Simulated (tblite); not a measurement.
C4H7NO2Si.
Z-matrix (Å and degrees, GFN2-xTB geometry), rows numbered from 1:
```
C 
C   1  1.3314
C   2  1.4667  1  125.82
N   3  1.2675  2  117.09  1  -177.16
Si  4  1.7564  3  106.98  2     0.61
O   5  1.6087  4  116.95  3  -114.51
C   6  1.3961  5  126.45  4   -93.00
O   2  1.3514  1  123.93  3  -179.32
H   1  1.0750  2  121.54  3   179.50
H   1  1.0741  2  120.46  3    -0.29
H   3  1.0812  2  121.12  1     3.15
H   5  1.4534  4  111.75  3   110.91
H   7  1.0917  6  110.49  5    73.30
H   7  1.0916  6  110.76  5   -47.17
H   7  1.0901  6  107.77  5  -166.99
```

All values are computed: GFN2-xTB (tblite) harmonic vibrations without scaling, gas phase. This tight-binding method is rough: wavenumbers can miss measured ones by several per cent, in bad cases by 10 to 20. Modes of hydrogen on silicon can be 10 to 20 % off. One conformer, not necessarily the lowest.

Harmonic wavenumbers (cm⁻¹): 69.2, 88.1, 93.1, 167.5, 186.5, 264.8, 340.0, 351.5, 502.1, 559.5, 595.5, 654.6, 684.0, 734.9, 761.5, 810.2, 847.7, 868.3, 891.7, 915.0, 982.9, 1132.5, 1140.1, 1176.3, 1215.8, 1248.7, 1374.6, 1414.2, 1474.6, 1485.2, 1617.4, 1694.6, 2355.8, 2960.2, 2972.0, 2995.0, 3047.8, 3125.0, 3162.7.

A = 4850, B = 1131, C = 992.6 MHz; mass 129.025 u (most abundant isotopes); point group C1, symmetry number 1.

Q: Zero-point energy?

A: Half the sum of the wavenumbers: 23481 cm⁻¹ = 280.89 kJ/mol.

Q: Entropy at 500 K, 1 bar (ideal gas, RRHO, classical rotation)?

A: Translation 180.21, rotation 125.56, vibration 172.78: S = 478.6 J/(mol K).

Q: And Cp and H(500 K) − H(0)?

A: Cp = 202.37 J/(mol K), of which vibrations give 169.11 (their classical limit is 39 R = 324.3); H(500 K) − H(0) = 61.24 kJ/mol without the zero-point energy, 44.61 from vibrations.

Q: What must be added to the electronic energy to get the Gibbs energy at 500 K and 1 bar?

A: ZPE + [H(500 K) − H(0)] − T·S = 280.89 + 61.24 − 239.28 = 102.85 kJ/mol.

Q: Blend soft modes into free rotors: weight 1/[1 + (100 cm⁻¹/ν̃)⁴] for the oscillator and the rest for a rotor with moment μB/(μ + B), μ = h/(8π²ν), B = 10⁻⁴⁴ kg m². What vibrational entropy results?

A: 161.37 J/(mol K) in place of 172.78, which changes −T·S at 500 K by +5.71 kJ/mol.

Q: How do the functions run with temperature in this model?

A: 
```tsv
T (K)	S (J/(mol K))	Cp (J/(mol K))	H − H(0) (kJ/mol)	G − H(0) (kJ/mol)	ln q(vib)
100	281.0	71.8	5.12	-22.98	1.30
200	341.0	105.9	13.98	-54.23	3.50
300	390.9	142.2	26.39	-90.87	5.70
800	586.8	256.9	130.93	-338.47	16.23
1000	646.7	279.8	184.73	-461.95	20.01
```

q(vib) and H(0) count from the zero-point level.

Hindered rotation and anharmonicity are outside this model. Other conformers, if any are populated, would add a mixing term that is left out. The structure is chiral; the term R ln 2 for an equal mix with its mirror image is left out.
